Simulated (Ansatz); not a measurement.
BrGeH₂N (`[NH2][Ge][Br]`). Charge 0, multiplicity 1. Geometry: relaxed with PBE0-D4/def2-TZVP. It is one conformer, not always the lowest.

```xyz
5

N    -0.331    0.142    0.627
Ge    0.242    1.002   -0.860
Br    1.111   -0.923   -1.939
H    -0.235   -0.849    0.790
H    -0.787    0.629    1.383
```

(1) What is the dipole moment at PBE/def2-TZVPP? (Estimate.)

(2) And with r2SCAN, B3LYP, ωB97M-V? (An estimate is asked.)

(3) Give the Mulliken charges with PBE, B3LYP, r2SCAN in def2-TZVPP. (Estimate.)

Answers

(1) Computed: 2.94 D, with components (-1.35, 1.05, 2.39) D in this frame, pointing from negative to positive charge.

(2) The calculation gave: r2SCAN 3.01 D, B3LYP 3.01 D, ωB97M-V 3.06 D.

(3) The calculation gave: 
| atom | PBE | B3LYP | r2SCAN |
| --- | --- | --- | --- |
| N1 | -0.37 | -0.38 | -0.42 |
| Ge2 | 0.38 | 0.44 | 0.43 |
| Br3 | -0.35 | -0.36 | -0.37 |
| H4 | 0.17 | 0.17 | 0.18 |
| H5 | 0.16 | 0.14 | 0.17 |

B3LYP here is the variant with VWN-RPA as its local correlation; programs differ in this.
